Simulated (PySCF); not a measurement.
**Structure from 2D NMR**

Compound of formula C6H9ClOSi. Correlations simulated from computed shifts and the bond graph:

HSQC (one-bond C–H):
```tsv
δH	δC
10.19	187.7
2.57	33.3
2.45	33.3
2.40	28.9
2.32	17.6
```

COSY cross peaks (H two or three bonds apart, from the bond graph; peaks can be absent where the dihedral angle is near 90°):
```tsv
δH	δH
5.49	5.07
5.49	2.40
5.07	2.40
2.57	2.45
2.57	2.40
2.45	2.40
```

HMBC (two and three bonds, from the bond graph):
```tsv
δH	δC
10.19	171.2, 146.5, 28.9
5.49	146.5, 33.3, 28.9
5.07	146.5, 33.3, 28.9
2.57	171.2, 146.5, 28.9, 17.6
2.45	171.2, 146.5, 28.9, 17.6
2.40	187.7, 171.2, 146.5, 33.3
2.32	171.2, 146.5, 33.3
```

Carbons without hydrogens: δ 171.2, 146.5.

[PySCF 2.14: coordinates at the GFN2-xTB level; PBE0/pcSseg-1 with gauge-including orbitals; relativity neglected; a single conformation; no solvent model; one averaged value for each set of equivalent atoms]

δ = σ(ref) − σ, references computed at the same level: 1H (σref 31.72), 13C (σref 186.93) against TMS.

Exchangeable hydrogens are left out of these lists.

Task: Work out the connectivity.

Result: SMILES CC1=C(C=O)[C@@H]([SiH2]Cl)C1.

Numbering as in the mapped SMILES `[CH3:1][C:2]1=[C:3]([CH:4]=[O:5])[C@@H:6]([SiH2:7][Cl:8])[CH2:9]1`. Hydrogens are named by the atom that carries them. Ha(C9) is cis to Si7 on the ring; Ha(Si7) is pro-R; Hb(Si7) is pro-S; Hb(C9) is trans to Si7 on the ring.

δC 187.7 is C4, an aldehyde carbonyl carbon (δH 10.19). δC 171.2 is C2, a β carbon of a C=C–C=O unit. δC 146.5 is C3, an α carbon of a C=C–C=O unit. δC 33.3 is C9, an allylic sp3 CH2 (δH 2.45, 2.57). δC 28.9 is C6, an allylic sp3 CH bonded to Si (δH 2.40). δC 17.6 is C1, an allylic methyl carbon (δH 2.32). HMBC from δH 10.19 reaches the proton-free carbons C2, C3. HMBC from δH 5.49 reaches the proton-free carbon C3. HMBC from δH 5.07 reaches the proton-free carbon C3. HMBC from δH 2.57 reaches the proton-free carbons C2, C3. COSY links 5.49–5.07, 5.49–2.40, 5.07–2.40, 2.57–2.45, 2.57–2.40, 2.45–2.40.

The shifts were computed for this structure.

Shifts are as computed. Against solution values, carbons near 30 ppm lie about +3 ppm off and those near 130 ppm about +5 ppm. Of 1309 compounds with measured shifts, 239 miss one by over three times the rms of a fit or turn the order of signals round; such compounds aren't used in these exercises.
